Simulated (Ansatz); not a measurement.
A nudged elastic band was laid between two geometries of Cl2Ge2H4O + ClH (11 atoms, charge 0, multiplicity 1).

Method: RKS PBE/def2-SVP in Ansatz.

```json
{
 "movable images": "7",
 "climbing image": "yes",
 "spring": "5.0 eV/Å²",
 "optimiser": "quadratic models (default)",
 "start path": "through a guess of the saddle point",
 "force threshold": "0.05 eV/Å",
 "iteration limit": "60",
 "end points": "relaxed"
}
```

Image 0:

```xyz
11
Properties=species:S:1:pos:R:3
Ge -0.161 -0.299 0.394
Ge 0.085 -0.299 2.829
H -0.592 -1.610 3.300
H 1.588 -0.295 3.165
H -0.654 0.934 3.390
Cl 1.583 -1.019 -0.701
Cl -0.573 1.714 -0.459
O -1.561 -1.322 -0.037
H -1.660 -1.409 -1.006
Cl 1.987 2.706 1.791
H 1.056 2.630 0.868
```

Image 8:

```xyz
11
Properties=species:S:1:pos:R:3
Ge 0.412 -0.026 -0.968
Ge -0.083 0.483 3.556
H -1.070 0.227 2.377
H 1.138 -0.453 3.402
H -0.836 0.175 4.873
Cl 1.479 -1.145 -2.450
Cl -1.051 1.235 -1.929
O -0.341 -1.212 0.107
H -0.671 -0.775 0.924
Cl 1.768 1.257 0.133
H 0.352 1.965 3.510
```

(1) Which bonds break or form, and what moves?

(2) Give the energies along the band, and the barrier.

(3) What is the geometry of the highest image?

Results:

(1) Bonds broken: Ge1–Ge2, Cl10–H11. Bonds formed: Ge1–Cl10, Ge2–H11. Cl2Ge2H4O + ClH becomes Cl3GeHO + GeH4.

(2) The forces met the threshold. The highest image is number 4 of 0 to 8, 44.6 kcal/mol above the first end and 47.8 kcal/mol above the last; the last end lies 3.2 kcal/mol below the first. Neighbouring images differ by up to 1.9 eV, so the band resolves the path poorly. A vibrational analysis at the climbing image gives one clearly imaginary mode, 893i cm⁻¹: a first-order saddle point. The orbitals stay closed-shell, which can raise the energy where a bond breaks towards radicals; this wasn't checked here.

| image | path coordinate (Å) | energy (kcal/mol) | Ge1–Ge2 (Å) | Cl10–H11 (Å) | Ge1–Cl10 (Å) |
| --- | --- | --- | --- | --- | --- |
| 0 | 0.00 | 0.0 | 2.45 | 1.31 | 3.95 |
| 1 | 1.85 | 0.7 | 2.44 | 1.31 | 3.98 |
| 2 | 3.71 | 0.7 | 2.44 | 1.31 | 4.21 |
| 3 | 5.56 | 8.4 | 2.45 | 1.30 | 3.61 |
| 4 | 7.41 | 44.6 | 2.78 | 1.68 | 2.57 |
| 5 | 9.39 | 1.4 | 3.89 | 2.59 | 2.16 |
| 6 | 11.38 | -2.8 | 4.58 | 3.26 | 2.16 |
| 7 | 13.38 | -3.0 | 4.63 | 3.37 | 2.16 |
| 8 | 15.37 | -3.2 | 4.58 | 3.73 | 2.17 |

(3) 
```xyz
11
Properties=species:S:1:pos:R:3
Ge 0.143 0.361 0.136
Ge 0.254 -0.179 2.860
H -1.225 -0.237 3.294
H 0.881 -1.567 2.619
H 1.105 0.625 3.884
Cl 2.083 -0.208 -0.624
Cl -1.134 1.286 -1.385
O -0.811 -1.163 0.369
H -1.557 -1.159 -0.267
Cl 0.851 2.701 0.920
H 0.507 1.271 1.728
```

The run took 5.3 min on 4 threads of Intel(R) Xeon(R) 6975P-C (Granite Rapids), on a shared host, peak memory 0.31 GiB.
